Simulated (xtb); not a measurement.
xtb input:

```bash
xtb mol.xyz --gfn 1 --sp --chrg 1 --uhf 0
```
mol.xyz:
```
4

Zr    -0.04827567    -0.00636886     0.02062075
H      1.30674058    -0.37105990     1.13653967
H      0.31890802     1.65277099    -0.55102136
H      0.30537809    -1.02695673    -1.41034851
```

**Question.** Which total energy does the run end on?

**Answer.** -2.52949 Eh (GFN1-xTB).

The spin state was set by rule; other spins were not relaxed.
